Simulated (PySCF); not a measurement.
B3LYP has the VWN-RPA correlation part, as in Gaussian. 

```xyz
13

Cr    -0.4193    -0.1289     0.3352
O      0.9499    -0.1890    -0.4348
O     -0.4434     0.9867     1.4426
O     -0.7260    -1.6717     1.0964
C     -0.3700    -2.9115     0.5102
H      0.6741    -2.8861     0.1249
H     -1.0518    -3.1577    -0.3350
H     -0.4588    -3.7023     1.2855
O     -1.6949     0.1798    -0.8195
C     -2.9647     0.6809    -0.4393
H     -3.5154     0.9697    -1.3599
H     -2.8604     1.5687     0.2244
H     -3.5500    -0.0966     0.1020
```

Charge 0, multiplicity 1.

Give the Mulliken and meta-Löwdin atomic charges from B3LYP-D3(BJ)/def2-TZVP // BP86-D3(BJ)/def2-SVP in PySCF 2.14.0.


```
atom  Mulliken (e)  meta-Löwdin (e)
----  ------------  ---------------
Cr1           1.41             1.38
O2           -0.48            -0.44
O3           -0.48            -0.44
O4           -0.47            -0.51
C5           -0.14            -0.10
H6            0.14             0.12
H7            0.12             0.12
H8            0.13             0.13
O9           -0.47            -0.51
C10          -0.14            -0.10
H11           0.13             0.13
H12           0.14             0.12
H13           0.12             0.12
```
